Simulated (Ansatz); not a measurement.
Relaxation of CH3BOS (7 atoms, charge 0, multiplicity 1), to a largest force component of 0.02 eV/Å in at most 50 steps.

Theory: RKS BLYP/def2-SVP (Ansatz).

```xyz
7
Properties=species:S:1:pos:R:3:forces:R:3
B -1.169 0.316 -0.386 2.67 0.60 0.15
O -0.388 0.363 0.840 -3.13 1.76 -0.32
C 0.685 -0.329 0.360 3.38 -0.69 2.56
S 0.119 -0.843 -1.173 -1.94 -0.68 -3.26
H -1.749 1.257 -0.957 -0.47 -0.96 0.78
H 1.589 0.362 0.234 -0.56 -0.55 0.28
H 0.975 -1.193 1.035 0.06 0.52 -0.18
```

**Question.** Where does it end, and by what steps?

**Answer.** The run converged. After 5 steps the energy has fallen by 0.967 eV; H5 moved furthest, 0.41 Å.

| step | energy less start (eV) | largest force component (eV/Å) | accepted |
| --- | --- | --- | --- |
| 0 | 0.0000 | 3.379 | yes |
| 1 | -0.6529 | 2.195 | yes |
| 2 | -0.9147 | 0.884 | yes |
| 3 | -0.9593 | 0.425 | yes |
| 4 | -0.9666 | 0.039 | yes |
| 5 | -0.9668 | 0.005 | yes |

```xyz
7
Properties=species:S:1:pos:R:3
B -0.990 0.440 -0.480
O -0.316 0.585 0.716
C 0.755 -0.322 0.393
S 0.117 -0.760 -1.328
H -2.016 0.993 -0.789
H 1.736 0.191 0.367
H 0.776 -1.195 1.076
```

The run took 11 s on 1 thread of Intel(R) Xeon(R) Platinum 8488C (Sapphire Rapids), with other jobs on the host, peak memory 0.16 GiB.
